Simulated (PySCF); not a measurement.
Geometry:
| atom | x (Å) | y (Å) | z (Å) |
| --- | --- | --- | --- |
| Cu1 | -0.006 | 0.005 | -1.124 |
| N2 | 0.000 | -0.003 | 0.827 |
| H3 | -0.412 | 0.846 | 1.220 |
| H4 | 0.946 | -0.070 | 1.207 |
| H5 | -0.526 | -0.789 | 1.212 |
| Br6 | -0.002 | 0.011 | -3.342 |

Geometry: PBE0-D3(BJ)/def2-SVP; GIAO shifts from PySCF 2.14.0 with density-fitted response routines, gas phase, non-relativistic, averaged over equivalent atoms.

At PBE0/pcSseg-1 (pcSseg-2 on Cu) (146 basis functions, 11 s wall time on 1 thread of an x86-64 server CPU, shared host):
```csv
atoms,δ (ppm)
N2,3.0
H3/H4/H5,1.73
Br6,-521.7
```

Shifts are taken against calculated references (same method and geometry level): ¹⁵N (σ = 265.67 ppm) against NH3; ¹H (σ = 31.27 ppm) against TMS; ⁷⁹Br (σ = 2584.45 ppm) vs HBr.

**Question.** Estimate the result of repeating the calculation with B3LYP/pcSseg-1 (pcSseg-2 on Cu).

**Answer.** 
| atoms | δ at B3LYP/pcSseg-1 (pcSseg-2 on Cu) | change |
| --- | --- | --- |
| N2 | 5.4 | +2.4 |
| H3/H4/H5 | 1.76 | +0.03 |
| Br6 | -540.0 | -18.3 |

δ = σ(ref) − σ, references computed at the same level: ¹⁵N (σref 263.54) vs NH3; ¹H (σref 31.38) against TMS; ⁷⁹Br (σref 2544.71) vs HBr.

The largest change is at Br6 (bromine bonded to Cu). Cost: 146 basis functions, 8.3 s wall time on 1 thread of an x86-64 server CPU, shared host.

Relativistic effects, spin–orbit coupling among them, are left out; they matter for Br and for the light atoms bonded to it. Experimental scales use liquid or dissolved standards, which lie at an offset from isolated NH3 (liquid NH3: subtract about 20 ppm).
